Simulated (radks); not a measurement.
Valence configurations of Pr (all share [Xe]). Calculated with a radial shooting solver on a logarithmic mesh with Libxc functionals: Dirac Kohn-Sham, PBE, spin-unpolarised, spherical densities, finite nucleus; open shells fill j = l - 1/2 first; Fermi nuclear charge, rms radius 4.8919 fm. Energies are relative to 4f3 6s2; eigenvalues in eV.

4f3 6s2: E (eV) 0.000; e(4f5/2) -1.336; e(6s1/2) -3.457
4f3 5d0.5 6s1.5: E (eV) 0.713; e(4f5/2) -0.710; e(5d3/2) -1.715; e(6s1/2) -3.211
4f2.5 6s2 6p0.5: E (eV) 0.759; e(4f5/2) -5.036; e(6p1/2) -1.841; e(6s1/2) -4.222
4f3 6s1.5 6p0.5: E (eV) 1.060; e(4f5/2) -1.853; e(6p1/2) -1.611; e(6s1/2) -3.753
4f2 5d1 6s2: E (eV) 1.103; e(4f5/2) -6.304; e(5d3/2) -3.089; e(6s1/2) -3.789
4f3 5d1 6s1: E (eV) 1.490; e(4f5/2) -0.224; e(5d3/2) -1.408; e(6s1/2) -3.014
4f2 6s2 6p1: E (eV) 3.297; e(4f5/2) -9.333; e(6p1/2) -2.297; e(6s1/2) -4.970
4f1 5d2 6s2: E (eV) 6.782; e(4f5/2) -12.396; e(5d3/2) -4.110; e(6s1/2) -4.026

NIST lists [Xe] 4f3 6s2 as the ground configuration; this level of theory agrees among the configurations tried. The energies are those of spherical spin-averaged densities, not of single terms. No valid solution was reached for [Xe] 4f3 5d2; [Xe] 4f4 6s1.
